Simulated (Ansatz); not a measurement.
Species: CH4Si, charge 0, singlet. CH4Si (SMILES C=[SiH2]).
B3LYP-D3(BJ)/def2-TZVP minimum from Ansatz (a program for electronic structure):
```
Si
C 1 1.7009
H 2 1.0823 1 122.25
H 2 1.0823 3 115.51 1 180.00
H 1 1.4730 2 122.63 3 0.00
H 1 1.4730 5 114.74 2 -180.00
```

Hartree-Fock and MP2 correlation energies in hartree (Ansatz). Radicals and triplets start from unrestricted determinants; spin-orbit coupling is neglected. Correlated methods leave the cores frozen. No relativity. The restricted determinant of CH4Si (C=[SiH2], singlet) is unstable towards broken spin symmetry in at least one set run.

```tsv
basis	X	E(HF)	E(corr, MP2)
cc-pV(T+d)Z	3	-329.08975	-0.29569
cc-pV(Q+d)Z	4	-329.09617	-0.31466
cc-pV(5+d)Z	5	-329.09752	withheld
```

Question: Fit E(corr) = E∞ + A/X³ to X = 3 and 4, predict X = 5, and compare with the run.

Answer: A = (-0.29569 - (-0.31466))/(1/27 - 1/64) = 0.8860; E∞ = -0.31466 - A/64 = -0.32850; at X = 5, E∞ + A/125 = -0.32142. The run gave -0.32217, 0.75 mEh below the prediction. The same form on X = 4 and 5 gives E∞ = -0.33005, 1.55 mEh below the first estimate.
